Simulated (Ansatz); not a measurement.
The same ligand exchange along the group Si, Ge, Sn.

Program: Ansatz. Geometries: PBE0-D4/def2-TZVP. ΔE: electronic, gas phase. CCSD(T)/CBS is the MP2 limit (def2-TZVPP, def2-QZVPP) plus CCSD(T) − MP2 in def2-TZVPP, frozen cores. Small cases extrapolate CCSD(T) itself. Functionals use def2-TZVPP. Elements past krypton have def2 core potentials. For Ge, Sn outer-core shells are correlated without core-valence functions, which leaves a few kJ/mol of doubt a bond. Scalar relativity is left out up to krypton. Each species was taken in one conformer, which may not be the lowest.

```json
{"reaction": "`S[Si]S` + H–F → `F[Si]S` + H₂S", "CCSD(T)/CBS(def2) (kJ/mol)": "?"}
{"reaction": "`[SH][Ge][SH]` + H–F → `[F][Ge][SH]` + H₂S", "CCSD(T)/CBS(def2) (kJ/mol)": "-7"}
{"reaction": "`[SH][Sn][SH]` + H–F → `[F][Sn][SH]` + H₂S", "CCSD(T)/CBS(def2) (kJ/mol)": "2"}
```

(1) Fill in the missing values. (An estimate is asked.)

Largest T1 diagnostic: 0.016, for `[F][Sn][SH]`.

Extrapolated directly: `S[Si]S` + H–F → `F[Si]S` + H₂S.

## Answers

(1) The calculation gave: `S[Si]S` + H–F → `F[Si]S` + H₂S: -54.5 kJ/mol.
